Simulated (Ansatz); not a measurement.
HfO₂. Charge 0, multiplicity 3. Geometry B3LYP-D4/def2-TZVP; atoms count from 1.

```xyz
3

Hf   -0.377    0.307   -0.614
O     1.264   -0.508   -0.530
O    -0.887    0.201    1.144
```

In the def2 sets Hf takes a core potential; there is no spin–orbit coupling. At PBE0-D4/def2-TZVP a singlet of charge 0 lies 1.31 eV below the triplet, each at its own geometry. The structure comes from a short search, and lower isomers may exist.

Q: Estimate the Mulliken populations from the PBE0/def2-TZVP orbitals of Ansatz.

A: 
| atom | charge (e) | spin (α − β) | d electrons |
| --- | --- | --- | --- |
| Hf1 | 0.87 | 0.84 | 1.96 |
| O2 | -0.43 | 0.58 | – |
| O3 | -0.43 | 0.58 | – |
Mulliken values and Mayer orders depend strongly on the basis.

Q: Where does the spin sit?

A: Summed by element: Hf 0.84, O 1.16, of 2 unpaired in all. Largest on single atoms: Hf1 0.84, O2 0.58, O3 0.58.

Q: And the Mayer bond orders between bonded heavy atoms (over 0.3)?

A: Hf1–O2 1.68 (1.83 Å); Hf1–O3 1.68 (1.83 Å).
